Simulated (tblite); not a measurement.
Compound: C6H5FO2Si.
Cartesian coordinates in Å at the GFN2-xTB level; atoms count from 1:
```
atom  x, y, z in Å
C1     0.2378    3.0790   -1.5485
C2     0.5076    2.2401   -0.7315
Si3    0.9246    0.9101    0.4755
F4     1.5664    1.5623    1.7940
C5    -0.4826   -0.1795    0.9160
C6    -1.4096   -0.9065    1.1723
C7    -2.5136   -1.7744    1.4925
O8     2.2569    0.0444   -0.0267
C9     2.3755   -0.7169   -1.0841
O10    1.5288   -0.9317   -1.8967
H11    0.0049    3.8222   -2.2558
H12   -2.4812   -2.0417    2.5482
H13   -3.4546   -1.2675    1.2821
H14   -2.4568   -2.6820    0.8928
H15    3.3916   -1.1498   -1.1312
```

Calculated harmonic vibrations of the isolated species, GFN2-xTB (tblite), most abundant isotopes, no scaling. Errors from tens to a few hundred cm⁻¹ against measured bands are possible. One conformer, not necessarily the lowest. The optimisation stopped once no atom felt more than 0.01 eV/Å.

Lowest wavenumbers of the output (negative numbers stand for imaginary wavenumbers):
```
mode    cm-1
  1     -31.6
  2      28.0
  3      52.5
  4      61.3
  5      88.7
  6     125.7
  7     135.0
  8     193.5
  9     212.2
 10     235.6
```

Is this structure a minimum?

Not by this Hessian. 1 mode is imaginary beyond 20i (32i cm⁻¹), so at this level the point lies at or near a first-order saddle. The curvature is small, so loose convergence or finite differences may be the whole cause.

Which atoms move in the imaginary mode?

32i: H12 (methyl hydrogen) 34 %, H14 (methyl hydrogen) 33 %, H13 (methyl hydrogen) 32 %. These are shares of the mass-weighted motion.

What is the remedy?

Step along that mode in both directions, optimise again with tighter thresholds and repeat the frequencies. The zero-point energy of this point (57.2 kcal/mol) counts the 38 real modes alone, and thermal corrections from it aren't those of a minimum.
